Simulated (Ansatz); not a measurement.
One change: `C[S][Cd][F]` becomes `C[O][Cd][F]`.

Ansatz, PBE0-D4/def2-TZVP geometries, multiplicity 1. Each molecule was computed in one conformer, which needn't be the lowest.

Elements past krypton have def2 core potentials.

```tsv
property	`C[S][Cd][F]`
LUMO energy (B3LYP/def2-TZVPP) / eV	-1.99
HOMO energy (PBE/def2-TZVPP) / eV	-5.84
size of the dipole moment (ωB97M-V/def2-TZVPP) / D	2.59
size of the dipole moment (PBE/def2-TZVPP) / D	2.75
HOMO energy (B3LYP/def2-TZVPP) / eV	-6.82
HOMO–LUMO gap (B3LYP/def2-TZVPP) / eV	4.82
```

(1) Give the same properties after the change, and the shifts. (Best estimate.)

## Answers

(1) The calculation gave: 
```csv
property,`C[O][Cd][F]`,shift
LUMO energy (B3LYP/def2-TZVPP) / eV,-2.22,-0.23
HOMO energy (PBE/def2-TZVPP) / eV,-6.07,-0.23
size of the dipole moment (ωB97M-V/def2-TZVPP) / D,1.87,-0.72
size of the dipole moment (PBE/def2-TZVPP) / D,2.00,-0.75
HOMO energy (B3LYP/def2-TZVPP) / eV,-7.39,-0.57
HOMO–LUMO gap (B3LYP/def2-TZVPP) / eV,5.17,0.35
```

With PBE0 the HOMO falls by 0.56 eV and the LUMO falls by 0.19 eV, so the gap widens by about 0.37 eV. PBE moves the HOMO by -0.23 eV and ωB97M-V by -0.77 eV. Dipoles are sizes alone; their direction can turn.

B3LYP here is the variant with VWN-RPA as its local correlation; programs differ in this.
